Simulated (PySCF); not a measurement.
# Shifts of the heteroatoms

Molfile (atoms numbered from 1):
```
C7H11NOSi
     RDKit          3D

 21 21  0  0  0  0  0  0  0  0999 V2000
   -3.4461    0.5420    0.2831 N   0  0  0  0  0  0  0  0  0  0  0  0
   -2.6889   -0.7043    0.2374 C   0  0  0  0  0  0  0  0  0  0  0  0
   -1.2544   -0.5077   -0.1919 C   0  0  0  0  0  0  0  0  0  0  0  0
   -0.9110   -0.5377   -1.5384 C   0  0  0  0  0  0  0  0  0  0  0  0
    0.3916   -0.2892   -1.9310 C   0  0  0  0  0  0  0  0  0  0  0  0
    1.3657   -0.0030   -0.9919 C   0  0  0  0  0  0  0  0  0  0  0  0
    1.0331    0.0400    0.3564 C   0  0  0  0  0  0  0  0  0  0  0  0
    1.9356    0.3170    1.3194 O   0  0  0  0  0  0  0  0  0  0  0  0
    3.5298    0.6336    1.3213 Si  0  0  0  0  0  4  0  0  0  0  0  0
   -0.2784   -0.2109    0.7475 C   0  0  0  0  0  0  0  0  0  0  0  0
   -3.4384    0.9821   -0.6318 H   0  0  0  0  0  0  0  0  0  0  0  0
   -3.0071    1.1868    0.9329 H   0  0  0  0  0  0  0  0  0  0  0  0
   -2.7285   -1.1470    1.2357 H   0  0  0  0  0  0  0  0  0  0  0  0
   -3.2022   -1.3726   -0.4591 H   0  0  0  0  0  0  0  0  0  0  0  0
   -1.6661   -0.7620   -2.2778 H   0  0  0  0  0  0  0  0  0  0  0  0
    0.6539   -0.3202   -2.9784 H   0  0  0  0  0  0  0  0  0  0  0  0
    2.3859    0.1854   -1.2897 H   0  0  0  0  0  0  0  0  0  0  0  0
    3.8285    1.8361    0.5391 H   0  0  0  0  0  0  0  0  0  0  0  0
    3.7210    0.8152    2.7506 H   0  0  0  0  0  0  0  0  0  0  0  0
    4.2879   -0.4904    0.7667 H   0  0  0  0  0  0  0  0  0  0  0  0
   -0.5210   -0.1762    1.7995 H   0  0  0  0  0  0  0  0  0  0  0  0
  1  2  1  0
  2  3  1  0
  3  4  2  0
  4  5  1  0
  5  6  2  0
  6  7  1  0
  7  8  1  0
  8  9  1  0
  7 10  2  0
 10  3  1  0
  1 11  1  0
  1 12  1  0
  2 13  1  0
  2 14  1  0
  4 15  1  0
  5 16  1  0
  6 17  1  0
  9 18  1  0
  9 19  1  0
  9 20  1  0
 10 21  1  0
M  END
```

PySCF calculation with shielding tensors at PBE0/pcSseg-1 (GIAO) and geometry: GFN2-xTB; rapidly exchanging positions averaged, in vacuum, single conformer, non-relativistic Hamiltonian.

Problem. Where does ²⁹Si resonate?

Solution. 
| atoms | environment | σ (ppm) | δ (ppm) |
| --- | --- | --- | --- |
| Si9 | silicon bonded to O, 3 H | 393.3 | -43.3 |

Shieldings were converted by a linear fit to measured shifts: ²⁹Si (scatter 8.9 ppm rms, 25.8 ppm with the 6 outliers that the fit left out vs TMS, solution or neat liquid). Occasional misses reach two or three times the rms, and more in compound classes unlike the fitted ones.

On a 400 MHz spectrometer ²⁹Si resonates near 79.5 MHz, so 1 ppm is 79.5 Hz.

Problem. Where does ¹⁵N resonate?

Solution. 
```json
{"atoms": "N1", "environment": "amine nitrogen", "σ (ppm)": "206.0", "δ (ppm)": "-337.9"}
```

Shieldings were converted by a linear fit to measured shifts: ¹⁵N (scatter 6.3 ppm rms vs CH3NO2, solution or neat liquid). Occasional misses reach two or three times the rms, and more in compound classes unlike the fitted ones.

On a 600 MHz spectrometer ¹⁵N resonates near 60.8 MHz, so 1 ppm is 60.8 Hz.

Problem. Predict the ¹⁷O NMR data.

Solution. 
```
atoms             environment  σ (ppm)  δ (ppm)
   O8  oxygen bonded to C, Si    243.1     45.3
```

Shieldings were converted by a linear fit to measured shifts: ¹⁷O: δ = 266.70 − 0.911σ (rms 10.7 ppm, 155 shifts, 12.2 ppm with the 3 outliers that the fit left out vs liquid water, solution or neat liquid). A few per cent of atoms miss by over 2 rms, more outside the fitted compound classes.

On a 300 MHz spectrometer ¹⁷O resonates near 40.7 MHz, so 1 ppm is 40.7 Hz.
